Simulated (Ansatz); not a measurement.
Isolated molecules relaxed with PBE0-D4/def2-TZVP in Ansatz; ΔE leaves out vibrations. CCSD(T)/CBS is the MP2 limit (def2-TZVPP, def2-QZVPP) plus CCSD(T) − MP2 in def2-TZVPP, frozen cores. Functionals use def2-TZVPP. def2 core potentials past Kr. For As, In, Se outer-core shells are correlated without core-valence functions, which leaves a few kJ/mol of doubt a bond. Scalar relativity is left out up to krypton. One conformer a species, not always the lowest.

Reaction (ligand exchange at the Se–In bond): `C[Se][InH][Cl]` + arsine → `C[Se][AsH2]` + `[Cl][InH2]`

```tsv
level	ΔE (kJ/mol)
BLYP-D4	73.1
r2SCAN0-D4	78.7
HF/def2-TZVPP	77.5
CCSD/def2-TZVPP	79.9
```

(1) What does CCSD(T)/CBS give? (Best estimate.)

Largest T1 diagnostic among the species: 0.014.

Answers

(1) Ansatz gave: +84.8 kJ/mol. The listed levels differ from it by -11.7, -6.1, -7.3, -4.9 kJ/mol.

In def2-TZVPP, CCSD(T) changes the Hartree–Fock value by +3.2 kJ/mol (the triples alone add +0.7 kJ/mol) and MP2 by +6.0 kJ/mol. At CCSD(T), def2-SVP lies +4.2 kJ/mol from the extrapolated value and def2-TZVPP −4.1 kJ/mol. Leaving LDA and LC-ωPBE aside and taking each functional with its dispersion term where it has one, the values, not all of them listed here, spread over 9.4 kJ/mol, from revPBE-D4 to PBE-QIDH. LDA lies +4.3 kJ/mol from PBE without D4.
